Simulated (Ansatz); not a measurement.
Ga4O12H12, a hydroxylated oxide cluster, relaxed as a singlet with RKS r2SCAN-D4/def2-SVP in Ansatz, starting from the GFN2-xTB geometry. Force threshold 0.03 eV/Å.

Start:

```xyz
28

Ga    0.362    1.096   -0.376
Ga   -2.542    1.529   -0.225
Ga    1.397   -2.129   -1.005
Ga    1.011   -0.808    1.810
O    -3.321    0.154    0.550
O    -1.010    2.057    0.743
O    -3.577    2.835   -0.712
O     1.306    2.407   -1.087
O     0.931   -1.195    3.487
O    -0.385   -0.722    0.639
O     1.550    0.879    1.327
O    -1.276    0.967   -1.502
O    -0.011   -3.090   -1.328
O     1.955   -2.075    0.889
O     1.308   -0.293   -1.384
O     2.881   -2.668   -1.768
H    -4.273    0.198    0.595
H    -0.921    2.459    1.608
H    -3.202    3.582   -1.173
H     0.949    3.288   -1.147
H     0.420   -0.679    4.106
H    -1.329   -0.709    0.841
H     2.397    1.324    1.404
H    -1.396    0.296   -2.178
H    -0.832   -2.896   -0.878
H     2.833   -2.407    1.094
H     1.946    0.049   -2.016
H     2.829   -3.448   -2.314
```

| step | energy (eV) | largest force component (eV/Å) | SCF passes |
| --- | --- | --- | --- |
| 1 | -234228.5886 | 1.506 | 19 |
| 2 | -234228.9778 | 0.720 | 19 |
| 3 | -234229.1367 | 0.278 | 19 |
| 4 | -234229.1955 | 0.266 | 20 |
| 5 | -234229.2261 | 0.178 | 19 |
| 6 | -234229.2352 | 0.081 | 19 |
| 7 | -234229.2408 | 0.076 | 20 |
| 8 | -234229.2445 | 0.218 | 19 |
| 9 | -234229.2473 | 0.060 | 20 |
| 10 | -234229.2488 | 0.049 | 19 |
| 11 | -234229.2499 | 0.085 | 20 |
| 14 | -234229.2515 | 0.034 | 19 |
| 17 | -234229.2524 | 0.071 | 19 |
| 20 | -234229.2531 | 0.092 | 20 |
| 23 | -234229.2543 | 0.133 | 19 |
| 26 | -234229.2627 | 0.202 | 20 |
| 29 | -234229.2780 | 0.112 | 20 |
| 32 | -234229.2970 | 0.046 | 19 |
| 35 | -234229.3022 | 0.086 | 19 |
| 38 | -234229.3048 | 0.118 | 20 |
| 41 | -234229.3084 | 0.224 | 20 |
| 44 | -234229.3110 | 0.035 | 20 |
| 45 | -234229.3114 | 0.011 | 20 |

Force components are those of the run's own axes.

End:

```xyz
28

Ga    0.496    1.245   -0.181
Ga   -2.398    1.295   -0.562
Ga    1.130   -1.910   -1.016
Ga    1.096   -0.764    1.984
O    -2.791   -0.261    0.331
O    -1.116    2.270    0.483
O    -3.832    2.170   -1.159
O     1.555    2.588   -0.803
O     1.199   -1.334    3.666
O    -0.308   -0.389    0.857
O     1.620    0.983    1.559
O    -0.895    0.851   -1.591
O    -0.600   -1.915   -1.584
O     1.613   -2.186    0.845
O     1.690   -0.117   -1.005
O     2.287   -2.992   -1.854
H    -3.710   -0.409    0.584
H    -1.242    2.390    1.432
H    -3.617    2.912   -1.737
H     1.071    3.418   -0.893
H     1.191   -0.617    4.313
H    -1.294   -0.518    0.917
H     2.528    1.281    1.407
H    -0.842   -0.110   -1.832
H    -1.242   -1.877   -0.859
H     2.363   -2.777    0.999
H     2.179    0.275   -1.742
H     1.872   -3.503   -2.560
```

By distances, no bond broke or formed. The bond that changes most is Ga1–O10, from 2.21 to 2.10 Å (atoms count from 1). A close non-bonded pair moves further: O13–H24, from 3.76 to 1.84 Å.

The force fell under the threshold at step 13, but the optimiser went on and released 0.060 eV more. No frequencies were taken in this run, so the end may be a saddle point.

Hardware: 2 threads of AMD EPYC 7R13 on a shared host and a share (18 GiB) of an NVIDIA H100 80GB HBM3. Wall time 2.9 min.
